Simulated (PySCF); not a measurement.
**Partial charges of `C=CC[SiH2][SiH2][SiH2]Cl`**

Species: C3H11ClSi3.
Z-matrix (Å and degrees, GFN2-xTB geometry), rows numbered from 1:
```
C 
C   1  1.3211
C   2  1.4850  1  124.55
Si  3  1.9150  2  110.91  1   102.78
Si  4  2.3260  3  108.85  2  -174.09
Si  5  2.3215  4  116.00  3    62.11
Cl  6  2.0387  5  108.73  4   -47.71
H   1  1.0765  2  122.21  3  -178.60
H   1  1.0780  2  121.47  3     1.87
H   2  1.0827  1  120.03  3   177.92
H   3  1.0915  2  109.79  1  -136.57
H   3  1.0906  2  109.96  1   -18.37
H   4  1.4706  3  107.62  2   -52.54
H   4  1.4715  3  107.71  2    61.09
H   5  1.4742  4  111.07  3   -62.45
H   5  1.4714  4  110.36  3  -176.33
H   6  1.4649  5  114.23  4    68.93
H   6  1.4644  5  117.58  4  -166.10
```

Density: PBE0/pcSseg-1 (PySCF); schemes: Mulliken, IAO, Hirshfeld and ESP-fitted. One conformer (not necessarily the lowest) at the GFN2-xTB geometry, without solvent, vibrations or thermal averaging.

Task: Which atoms carry the lowest charge in the Mulliken, IAO, Hirshfeld and ESP-fitted schemes?

Result: The schemes don't all agree: Mulliken C3 (-0.486); IAO C3 (-0.523); Hirshfeld C3 (-0.155); ESP-fitted C1 (-0.503).

Task: Which atoms carry the highest charge in the Mulliken, IAO, Hirshfeld and ESP-fitted schemes?

Result: All schemes agree: Mulliken Si6 (+0.444); IAO Si6 (+0.528); Hirshfeld Si6 (+0.260); ESP-fitted Si6 (+0.314).

Task: At which atom do the 4 schemes differ most?

Result: At C1: from -0.503 (ESP-fitted) to -0.111 e (Hirshfeld), 0.392 e apart.

Task: Tabulate the Mulliken, IAO, Hirshfeld and ESP-fitted charges.

Result: In e:

```json
{"atom": "C1", "environment": "terminal =CH2 carbon", "Mulliken": "-0.154", "IAO": "-0.333", "Hirshfeld": "-0.111", "ESP-fitted": "-0.503"}
{"atom": "C2", "environment": "alkene CH carbon", "Mulliken": "-0.243", "IAO": "-0.124", "Hirshfeld": "-0.038", "ESP-fitted": "-0.084"}
{"atom": "C3", "environment": "sp3 carbon bound to silicon", "Mulliken": "-0.486", "IAO": "-0.523", "Hirshfeld": "-0.155", "ESP-fitted": "-0.251"}
{"atom": "Si4", "environment": "SiH2 silicon", "Mulliken": "+0.382", "IAO": "+0.484", "Hirshfeld": "+0.255", "ESP-fitted": "+0.300"}
{"atom": "Si5", "environment": "SiH2 silicon", "Mulliken": "-0.062", "IAO": "+0.111", "Hirshfeld": "+0.144", "ESP-fitted": "-0.013"}
{"atom": "Si6", "environment": "chlorine-bound silicon", "Mulliken": "+0.444", "IAO": "+0.528", "Hirshfeld": "+0.260", "ESP-fitted": "+0.314"}
{"atom": "Cl7", "environment": "silicon-bound chlorine", "Mulliken": "-0.336", "IAO": "-0.327", "Hirshfeld": "-0.122", "ESP-fitted": "-0.222"}
{"atom": "H8", "environment": "vinylic hydrogen", "Mulliken": "+0.116", "IAO": "+0.151", "Hirshfeld": "+0.044", "ESP-fitted": "+0.190"}
{"atom": "H9", "environment": "vinylic hydrogen", "Mulliken": "+0.109", "IAO": "+0.144", "Hirshfeld": "+0.044", "ESP-fitted": "+0.208"}
{"atom": "H10", "environment": "vinylic hydrogen", "Mulliken": "+0.109", "IAO": "+0.142", "Hirshfeld": "+0.044", "ESP-fitted": "+0.141"}
{"atom": "H11", "environment": "methylene hydrogen", "Mulliken": "+0.158", "IAO": "+0.155", "Hirshfeld": "+0.044", "ESP-fitted": "+0.099"}
{"atom": "H12", "environment": "methylene hydrogen", "Mulliken": "+0.172", "IAO": "+0.155", "Hirshfeld": "+0.030", "ESP-fitted": "+0.140"}
{"atom": "H13", "environment": "Si–H hydrogen", "Mulliken": "-0.040", "IAO": "-0.100", "Hirshfeld": "-0.076", "ESP-fitted": "-0.074"}
{"atom": "H14", "environment": "Si–H hydrogen", "Mulliken": "-0.043", "IAO": "-0.098", "Hirshfeld": "-0.072", "ESP-fitted": "-0.075"}
{"atom": "H15", "environment": "Si–H hydrogen", "Mulliken": "-0.015", "IAO": "-0.076", "Hirshfeld": "-0.071", "ESP-fitted": "-0.031"}
{"atom": "H16", "environment": "Si–H hydrogen", "Mulliken": "-0.021", "IAO": "-0.082", "Hirshfeld": "-0.075", "ESP-fitted": "-0.033"}
{"atom": "H17", "environment": "Si–H hydrogen", "Mulliken": "-0.048", "IAO": "-0.107", "Hirshfeld": "-0.075", "ESP-fitted": "-0.060"}
{"atom": "H18", "environment": "Si–H hydrogen", "Mulliken": "-0.041", "IAO": "-0.099", "Hirshfeld": "-0.069", "ESP-fitted": "-0.046"}
```

Mean size of the charges over all atoms: IAO 0.208 e, Mulliken 0.165 e, ESP-fitted 0.155 e, Hirshfeld 0.096 e. Each set sums to the total charge, 0, to within 0.001 e. The IAO scheme counts the electrons in orthogonalised intrinsic atomic orbitals, a minimal basis polarised so that it spans the occupied orbitals exactly. The Mulliken scheme gives each basis function's population to the atom it is centred on and halves the overlap population of two atoms between them.

Task: Sum the charges by element, for elements with more than one atom.

Result: 
| element | atoms | Mulliken | IAO | Hirshfeld | ESP-fitted |
| --- | --- | --- | --- | --- | --- |
| C | 3 | -0.882 | -0.981 | -0.304 | -0.837 |
| Si | 3 | +0.764 | +1.123 | +0.659 | +0.601 |
| H | 11 | +0.455 | +0.185 | -0.233 | +0.458 |

Task: How many electrons does the Hirshfeld scheme count on C2?

Result: Z − q = 6 − (-0.038) = 6.038.

Task: How closely do the schemes follow one another over all atoms?

Result: Correlation coefficient and root-mean-square difference: Mulliken with IAO 0.95, 0.082 e; IAO with Hirshfeld 0.94, 0.153 e; IAO with ESP-fitted 0.91, 0.113 e; Mulliken with ESP-fitted 0.84, 0.121 e; Mulliken with Hirshfeld 0.84, 0.139 e; Hirshfeld with ESP-fitted 0.81, 0.125 e.

These values come from a run that also computed NMR shieldings. The run took 81 s wall (grids of density and orbitals included) on one thread of an Arm Neoverse N1, no GPU, on a shared host, and the process peaked at 0.91 GiB of memory.
